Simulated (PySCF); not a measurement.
Delta-SCF ions had no search for a lower state. Excitations are Tamm–Dancoff values on a coarser integration grid. The basis has no diffuse functions, so Rydberg states are missing or too high.

Z-matrix (Å, degrees):
```
C
C 1 1.3923
H 2 1.0918 1 121.48
C 2 1.4042 3 123.77 1 -179.99
C 4 1.3887 2 111.94 3 179.99
H 4 1.0908 5 123.18 2 179.99
B 1 1.5142 2 129.22 3 -0.01
H 7 1.2091 1 121.22 2 -179.99
H 7 1.2094 8 120.09 1 -180.00
S 5 1.7130 4 111.51 6 180.00
S 5 1.7456 4 124.26 6 -0.02
H 11 1.3499 5 96.60 4 179.93
```
Charge 0, spin multiplicity 1.

Q: Predict the vertical ionisation energy (Delta-SCF), brightest of the four lowest singlets (TDA), T1 excitation (TDA), HOMO–LUMO gap and S1 excitation (TDA) from PBE0-D4/def2-TZVP // PBE0-D4/def2-SVP (PySCF).

A: 
| Quantity | Value |
|---|---|
| vertical ionisation energy (Delta-SCF) | 8.37 eV |
| brightest of the four lowest singlets (TDA) | 4.30 eV |
| T1 excitation (TDA) | 2.68 eV |
| HOMO–LUMO gap | 4.55 eV |
| S1 excitation (TDA) | 4.30 eV |
